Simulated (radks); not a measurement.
Values are calculated unless marked as measured or tabulated.
Species: Be3+. Configuration: 2p1 (not the ground configuration).

Level of theory: scalar-relativistic Kohn-Sham, SCAN, spin-polarised, spherical densities, finite nucleus; open shells are filled with parallel spins first; meta-GGA in the generalised Kohn-Sham scheme; Fermi nuclear charge, rms radius 2.519 fm (a radial shooting solver on a logarithmic mesh with Libxc functionals).

Energy parts (eV):
total: -53.187
kinetic: 52.874
electron-nucleus: -107.290
Hartree: 9.763
exchange-correlation: -8.533

Orbitals (lengths in bohr, moments of r in powers of bohr; r(90%) holds 90 % of the orbital's charge):
orbital,occ.,eigenvalue (eV),<r^4>,r(90%),<1/r>
2p up,1,-46.8412,6.847,2.02,0.9857

The highest occupied level is 2p up at -46.841 eV. The density falls to 0.001 e/bohr^3 at r = 2.50 bohr. The electron density at the nucleus is 7.454e-12 e/bohr^3 (large components only). Summed over all electrons, <r^2> = 1.918 bohr^2, which gives a Langevin (diamagnetic) susceptibility term of -1.52 x 10^-6 cm^3/mol.
